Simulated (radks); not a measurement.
Problem. Cu2+, configuration [Ar] 3d9. Calculated with a radial shooting solver on a logarithmic mesh with Libxc functionals: Dirac Kohn-Sham, LDA (Slater exchange, Perdew-Wang correlation), spin-unpolarised, spherical densities, point nucleus; open shells fill j = l - 1/2 first. Some entries of the table are withheld. Estimate them.

orbital,occ.,eigenvalue (hartree),<r^2> (bohr^2)
1s1/2,2,(1),0.003667
2s1/2,2,-39.90271,0.06547
2p1/2,2,-35.11654,0.05134
2p3/2,4,-34.36509,0.05289
3s1/2,2,-5.13567,0.5851
3p1/2,2,-3.64913,(2)
3p3/2,4,-3.55301,(3)
3d3/2,4,(4),1.106
3d5/2,5,(5),1.121
4s1/2,0,(6),(7)
4p1/2,0,(8),8.333
4p3/2,0,(9),8.504

Solution. 
(1) 1s1/2 eigenvalue (hartree): -325.4819
(2) 3p1/2 <r^2> (bohr^2): 0.6452
(3) 3p3/2 <r^2> (bohr^2): 0.6638
(4) 3d3/2 eigenvalue (hartree): -1.10812
(5) 3d5/2 eigenvalue (hartree): -1.09703
(6) 4s1/2 eigenvalue (hartree): -0.82835
(7) 4s1/2 <r^2> (bohr^2): 5.767
(8) 4p1/2 eigenvalue (hartree): -0.56971
(9) 4p3/2 eigenvalue (hartree): -0.56301
